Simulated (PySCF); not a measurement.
## K: electron affinity

K⁻ [Ar] 4s2 (1S) → K [Ar] 4s1 (2S), as a difference of total energies. Calculation: PySCF 2.14, in dyall-acv3z (25s18p7d3f, 135 functions); the spin-free X2C one-electron Hamiltonian (Gaussian nucleus). Correlated levels: valence: [Ar] frozen; virtual orbitals above 40 to 60 times the deepest correlated orbital energy dropped. The calculations carry no spin-orbit coupling.

| method | electron affinity (eV) | error (eV) |
| --- | --- | --- |
| UHF | -0.081 | -0.582 |
| MP2 (valence) | 0.282 | -0.219 |
| SCS-MP2 (valence) | 0.355 | -0.146 |
| CCSD (valence) | 0.493 | -0.008 |

Reference: 0.501 eV (measured; photodetachment measurements, as compiled on the Wikipedia data page of electron affinities).

A negative affinity means that the anion lies above the atom at that level of theory.

With two correlated electrons CCSD is exact in that space.

The coupled-cluster amplitudes are large for K⁻ (T1 above 0.03 or a double amplitude above 0.15), so a single reference is strained.
